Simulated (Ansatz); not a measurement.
`OC[SiH2]P` + arsine → `OC[SiH2][AsH2]` + PH₃  (cleavage of the Si–P bond)

Isolated molecules relaxed with PBE0-D4/def2-TZVP in Ansatz; ΔE leaves out vibrations. CCSD(T)/CBS is the MP2 limit (def2-TZVPP, def2-QZVPP) plus CCSD(T) − MP2 in def2-TZVPP, frozen cores. This one scheme is used for every species. DFT in def2-TZVPP. For As outer-core shells are correlated without core-valence functions, which leaves a few kJ/mol of doubt a bond. Scalar relativity is left out up to krypton. One conformer a species, not always the lowest.

```tsv
level	ΔE (kJ/mol)	difference from CCSD(T)/CBS
PBE-D4	-5.8	6.0
BLYP-D4	-8.4	3.4
r2SCAN-D4	-7.2	4.6
PBE0-D4	-8.6	3.2
ωB97X-V	-10.3	1.5
PBE-QIDH	-11.4	0.4
r2SCAN0	-9.7	2.1
BHLYP	-12.9	-1.1
CAM-B3LYP	-11.0	0.8
RPA@PBE/def2-TZVPP	-13.2	-1.4
HF/def2-SVP	-17.1	-5.3
MP2/def2-SVP	-13.8	-2.0
CCSD/def2-SVP	-12.8	-1.0
MP2/def2-TZVPP	-14.5	-2.7
SCS-MP2/def2-TZVPP	-14.7	-2.9
CCSD/CBS(def2)	-13.1	-1.3
CCSD(T)/CBS	-11.8	0
```

Largest T1 diagnostic among the species: 0.013.

Leaving LDA and LC-ωPBE aside and taking each functional with its dispersion term where it has one, the values, not all of them listed here, spread over 12.0 kJ/mol, from BHLYP-D4 to B97M-V. From BLYP to BHLYP (50 % exact exchange), in def2-TZVPP and without D4, ΔE moves by −4.2 kJ/mol.

CCSD(T)/CBS has its own doubt, a few kJ/mol and more with outer-core shells, so smaller differences from it don't rank the levels.
